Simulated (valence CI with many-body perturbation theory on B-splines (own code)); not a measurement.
**Hf⁶⁷⁺: E2, E3, M1, M2 decay**

Method: relativistic CI+MBPT: three valence electrons over a frozen Dirac-Fock core [He], radial functions for each j: 11 s, 11 p, 9 d, 7 f, 5 g, 2 h, 1 i, with the one-electron correlation potential Σ1, the two-electron term Σ2, the three-electron term Σ3, Breit, model QED; selected CI, second order for the rest (own B-spline code, finite nucleus).

No measured spectrum was set against this ion. As an estimate, large intervals hold to a few tenths of a per cent, small ones and those within an open d or f shell to about a per cent.

Lines 1 to 32 of 32 in falling wavelength, among levels below 12380 eV, chosen from the decays that carry over 1 % of a level's rate. Wavelengths and rates use the calculated energies. Electric multipoles are in the length gauge, E1 and E2 with the static RPA response of the core. S is in atomic units (e²a₀⁴ for E2 and M2, e²a₀⁶ for E3), for M1 in squared Bohr magnetons. Weak lines are less certain than strong ones. Lines between different terms over intervals too small for the method are left out, as are lines whose strength nearly cancels. The highest levels of a list are the least certain.

Levels are named by their leading jj configuration (3d3/2^4 stands for four electrons in 3d with j = 3/2), which in mixed levels can hold well under half, so a name can repeat and another be missing. Letters in brackets count levels of one name in rising energy.

| λ vac (nm) | Upper | Lower | Type | A (s⁻¹) | S (a.u.) |
| --- | --- | --- | --- | --- | --- |
| 1.021 | (2s 2p1/2 2p3/2) J=3/2 [a] | (2s 2p1/2^2) J=1/2 | M1 | 1.04e+10 | 1.64e+00 |
| 0.9916 | (2s 2p3/2 3d5/2) J=9/2 | (2s 2p1/2 3d5/2) J=7/2 | M1 | 9.64e+09 | 3.48e+00 |
| 0.9603 | (2s^2 2p3/2) J=3/2 | (2s^2 2p1/2) J=1/2 | M1 | 9.63e+09 | 1.27e+00 |
| 0.1418 | (2s 2p1/2 3p1/2) J=1/2 [a] | (2s 2p1/2 2p3/2) J=3/2 [a] | E2 | 2.05e+12 | 2.10e-05 |
| 0.1414 | (2s^2 3p1/2) J=1/2 | (2s^2 2p3/2) J=3/2 | E2 | 2.60e+12 | 2.63e-05 |
| 0.1377 | (2s 2p3/2 3p3/2) J=7/2 | (2s 2p3/2^2) J=3/2 | E2 | 8.34e+10 | 2.95e-06 |
| 0.1361 | (2s 2p3/2 3p3/2) J=7/2 | (2s 2p3/2^2) J=5/2 | E2 | 8.95e+11 | 2.99e-05 |
| 0.1359 | (2s 2p3/2 3p3/2) J=1/2 [b] | (2s 2p3/2^2) J=3/2 | E2 | 1.56e+12 | 1.29e-05 |
| 0.1356 | (2s^2 3p3/2) J=3/2 | (2s^2 2p3/2) J=3/2 | E2 | 1.30e+12 | 2.13e-05 |
| 0.1343 | (2s 2p3/2 3p3/2) J=1/2 [b] | (2s 2p3/2^2) J=5/2 | E2 | 5.05e+11 | 3.95e-06 |
| 0.1338 | (2s 2p3/2 3d5/2) J=9/2 | (2s 2p3/2^2) J=5/2 | M2 | 6.78e+10 | 2.60e-06 |
| 0.1338 | (2s 2p3/2 3d5/2) J=9/2 | (2s 2p3/2^2) J=5/2 | E3 | 4.13e+09 | 1.01e-06 |
| 0.1195 | (2s 2p3/2 3p3/2) J=7/2 | (2s 2p1/2 2p3/2) J=5/2 | E2 | 6.58e+11 | 1.14e-05 |
| 0.1194 | (2s 2p1/2 3p3/2) J=5/2 | (2s 2p1/2^2) J=1/2 | E2 | 1.46e+12 | 1.90e-05 |
| 0.1190 | (2s 2p3/2 3p3/2) J=7/2 | (2s 2p1/2 2p3/2) J=3/2 [a] | E2 | 1.06e+12 | 1.81e-05 |
| 0.1189 | (2s 2p3/2 3p3/2) J=1/2 [b] | (2s 2p1/2 2p3/2) J=3/2 [b] | E2 | 1.50e+12 | 6.35e-06 |
| 0.1188 | (2s^2 3p3/2) J=3/2 | (2s^2 2p1/2) J=1/2 | E2 | 1.61e+12 | 1.36e-05 |
| 0.1177 | (2s 2p3/2 3d5/2) J=9/2 | (2s 2p1/2 2p3/2) J=5/2 | M2 | 2.59e+10 | 5.21e-07 |
| 0.1177 | (2s 2p3/2 3d5/2) J=9/2 | (2s 2p1/2 2p3/2) J=5/2 | E3 | 3.83e+09 | 3.81e-07 |
| 0.1173 | (2s 2p3/2 3d5/2) J=9/2 | (2s 2p1/2 2p3/2) J=3/2 [a] | E3 | 7.73e+09 | 7.49e-07 |
| 0.1165 | (2p1/2 2p3/2 3d3/2) J=5/2 [a] | (2s 2p1/2 2p3/2) J=1/2 | E2 | 2.60e+12 | 2.99e-05 |
| 0.1164 | (2p1/2 2p3/2 3d3/2) J=7/2 | (2s 2p1/2 2p3/2) J=3/2 [b] | E2 | 3.68e+12 | 5.61e-05 |
| 0.1160 | (2s 2p1/2 3d3/2) J=5/2 | (2s^2 2p1/2) J=1/2 | E2 | 4.89e+12 | 5.52e-05 |
| 0.1158 | (2p1/2^2 3d3/2) J=3/2 | (2s 2p1/2^2) J=1/2 | E2 | 8.18e+12 | 6.09e-05 |
| 0.1156 | (2p1/2 2p3/2 3d3/2) J=7/2 | (2s 2p1/2 2p3/2) J=5/2 | E2 | 3.73e+12 | 5.50e-05 |
| 0.1154 | (2p1/2 2p3/2 3d3/2) J=3/2 [a] | (2s 2p1/2 2p3/2) J=3/2 [a] | E2 | 5.70e+12 | 4.16e-05 |
| 0.1153 | (2p1/2 2p3/2 3d3/2) J=5/2 [a] | (2s 2p1/2 2p3/2) J=3/2 [a] | E2 | 3.71e+12 | 4.06e-05 |
| 0.1153 | (2p1/2 2p3/2 3d3/2) J=1/2 [a] | (2s 2p1/2 2p3/2) J=3/2 [a] | E2 | 7.45e+12 | 2.71e-05 |
| 0.1152 | (2p1/2 2p3/2 3d3/2) J=7/2 | (2s 2p1/2 2p3/2) J=3/2 [a] | E2 | 8.07e+11 | 1.17e-05 |
| 0.1145 | (2p1/2 2p3/2 3d5/2) J=9/2 | (2s 2p1/2 2p3/2) J=5/2 | E2 | 8.62e+12 | 1.52e-04 |
| 0.1143 | (2p1/2 2p3/2 3d5/2) J=7/2 [a] | (2s 2p1/2 2p3/2) J=3/2 [a] | E2 | 7.72e+12 | 1.08e-04 |
| 0.1142 | (2s 2p3/2 3d5/2) J=7/2 [b] | (2s^2 2p3/2) J=3/2 | E2 | 5.71e+12 | 7.93e-05 |
